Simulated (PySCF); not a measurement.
## MgTe: frontier orbitals

RHF at R = 2.470 Å; PySCF, spin-free X2C with a Gaussian nucleus, basis sets Mg x2c-SVPall, Te x2c-SVPall. State: ¹Σ⁺ (singlet), closed shell. Only the outer orbitals are listed, counted within each symmetry.

```tsv
orbital	occ.	ε (eV)	on Mg (%)	main shells (%)
13σ	2	-19.14	10	90 Te s
14σ	2	-8.72	43	52 Te p, 42 Mg s
7π	2	-7.19	14	86 Te p, 11 Mg p
7π	2	-7.19	14	86 Te p, 11 Mg p
15σ	0	-1.45	79	40 Mg p, 38 Mg s, 21 Te p
8π	0	1.33	92	84 Mg p
8π	0	1.33	92	84 Mg p
```

Task: Which are the highest filled and the lowest empty level, where do they sit, and how wide is the gap?

Result: Highest filled 7π at -7.19 eV (in %: 86 Te p, 11 Mg p); lowest empty 15σ at -1.45 eV (in %: 40 Mg p, 38 Mg s, 21 Te p); the gap at RHF is 5.74 eV.

The bond order (Mayer) is 2.11 and the ⟨S²⟩ is 0.000. The charge on Mg (Mulliken, basis-dependent) is 0.37. The charge on Mg (Löwdin, basis-dependent) is -0.04 and the dipole moment (positive dipole means Mg(−)Te(+)) is -7.78 D. The polarisability along the bond is 135.1 bohr³ and the polarisability across the bond is 75.6 bohr³.

Spin–orbit coupling is left out.
